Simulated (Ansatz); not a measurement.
Ansatz (a first-principles code) input (r2SCAN0/def2-TZVPD):

Ansatz 0.2 input:
```yaml
crystal:
  periodic: [false, false, false]
  atoms:
    - {symbol: C, position_ang: [1.40597894, -0.46526352, 0.20245506]}
    - {symbol: B, position_ang: [0.02338873, -0.00773975, 0.00336788]}
    - {symbol: O, position_ang: [-1.12920649, -0.85492246, -0.05681125]}
    - {symbol: O, position_ang: [-0.38282087, 1.35527930, -0.16091433]}
    - {symbol: H, position_ang: [1.68054992, -1.51374782, 0.32444941]}
    - {symbol: H, position_ang: [2.26231647, 0.20898296, 0.24330677]}
    - {symbol: H, position_ang: [-0.81459147, -1.75462959, 0.05699763]}
    - {symbol: H, position_ang: [0.41512671, 1.88681961, -0.11451888]}
basis:
  gaussian:
    orbitals: def2-TZVPD
hamiltonian:
  xc: {name: r2SCAN0}
total_charge: -1
output: {forces: true}
```

End of the output:

```
integrals: 0.08 GiB planned
911 factors; their error is unknown
0.33 GiB of the device are held for the grids
0.97 GiB of device memory are held for the factors and their scratch space
mean field: 0.78 GiB planned
mean field evaluation 1: about -5868.2954 eV, gradient 4.9e1 eV
mean field evaluation 2: about -5847.6726 eV, gradient 7.4e1 eV
mean field evaluation 4: about -5873.4267 eV, gradient 9.7e0 eV
mean field evaluation 8: about -5873.6831 eV, gradient 2.7e-1 eV
mean field evaluation 16: about -5873.6910 eV, gradient 4.0e-5 eV
mean field -5873.69103517 eV, -215.8541642115 hartree, gradient 5.0e-6 eV, S^2 0.000000; 0 other end points of the search recorded, 0 dependent functions left out
the calculation of the forces begins
reference -5873.69104892 eV, -215.8541647172 hartree; 16, 16 occupied and 174, 174 virtual orbitals, 911 factors
Total energy: -5873.69104892 eV, -215.8541647172 hartree
Atom 0 at     1.405979    -0.465264     0.202455 Å, force     0.076008    -0.025152     0.010945 eV/Å
Atom 1 at     0.023389    -0.007740     0.003368 Å, force    -0.320506     0.106061    -0.046152 eV/Å
Atom 2 at    -1.129206    -0.854922    -0.056811 Å, force     0.401760    -0.078302     0.053146 eV/Å
Atom 3 at    -0.382821     1.355279    -0.160914 Å, force     0.368561    -0.176611     0.057777 eV/Å
Atom 4 at     1.680550    -1.513748     0.324449 Å, force    -0.042066     0.114122    -0.014685 eV/Å
Atom 5 at     2.262316     0.208983     0.243307 Å, force    -0.102940    -0.066137    -0.006195 eV/Å
Atom 6 at    -0.814591    -1.754630     0.056998 Å, force    -0.091925     0.354637    -0.041154 eV/Å
Atom 7 at     0.415127     1.886820    -0.114519 Å, force    -0.288891    -0.228618    -0.013682 eV/Å
Dipole moment:    -0.209838     0.069439    -0.030216 e Å
```

It need not be the lowest isomer of its formula. Whether it binds its extra electron was not tested at this geometry.
